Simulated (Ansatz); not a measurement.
The first iterations of a band of H2O + H4O3Si (11 atoms, charge 0, multiplicity 1).

Theory: Ansatz 0.2.0, RKS PBE0/def2-SVP.

```yaml
movable_images: 7
climbing_image: yes
spring: 5.0 eV/Å²
optimiser: fire
start_path: through a guess of the saddle point
force_threshold: 0.05 eV/Å
iteration_limit: 58
end_points: relaxed
largest_step: 0.5 Å
```

Image 0:

```xyz
11
Properties=species:S:1:pos:R:3
Si 0.536 -0.668 -0.700
H 1.628 -0.439 -1.670
O 0.915 0.079 0.766
O -0.897 -0.013 -1.131
O 0.456 -2.310 -0.525
H -0.446 1.286 1.191
O -1.258 1.735 0.891
H 1.652 -0.289 1.264
H -1.242 0.660 -0.500
H -0.388 -2.651 -0.210
H -0.957 2.611 0.625
```

Image 8:

```xyz
11
Properties=species:S:1:pos:R:3
Si -0.517 -0.411 -0.067
H 2.662 1.859 0.462
O 0.525 -0.638 1.187
O -2.013 -0.810 0.496
O -0.261 -1.331 -1.410
H 1.953 1.832 0.181
O -0.321 1.156 -0.552
H 1.358 -0.159 1.120
H -2.162 -0.621 1.427
H -0.641 -2.214 -1.382
H -0.583 1.336 -1.461
```

| iteration | highest image above the first end (eV) | largest band force component (eV/Å) |
| --- | --- | --- |
| 1 | 6.658 | 21.494 |
| 2 | 6.667 | 13.097 |
| 3 | 5.061 | 9.820 |
| 4 | 3.654 | 8.712 |
| 5 | 2.687 | 4.922 |
| 6 | 2.595 | 4.697 |
| 7 | 2.428 | 4.239 |
| 8 | 2.216 | 3.694 |
| 9 | 2.101 | 3.099 |
| 10 | 2.026 | 2.218 |
| 11 | 2.014 | 2.139 |
| 12 | 1.992 | 2.120 |
| 13 | 1.961 | 2.092 |
| 14 | 1.922 | 2.053 |
| 15 | 1.878 | 2.002 |
| 16 | 1.829 | 1.940 |
| 17 | 1.771 | 1.854 |
| 18 | 1.737 | 1.748 |
| 19 | 1.726 | 1.621 |

Q: Does the band converge within its limit, and where does its top end?

A: The run ended unconverged. It ended after 58 iterations with the highest image 1.839 eV above the first end. The band didn't meet its force threshold, so its energies are provisional: the largest band force was still 0.30 eV/Å, and over the last iterations the top moved between 1.84 and 1.87 eV. The orbitals stay closed-shell, which can raise the energy where a bond breaks towards radicals; this wasn't checked here.

Run time: 15 min on 2 threads of Intel(R) Xeon(R) CPU @ 2.80GHz (Skylake/Cascade Lake), on a shared host, peak memory 0.25 GiB.
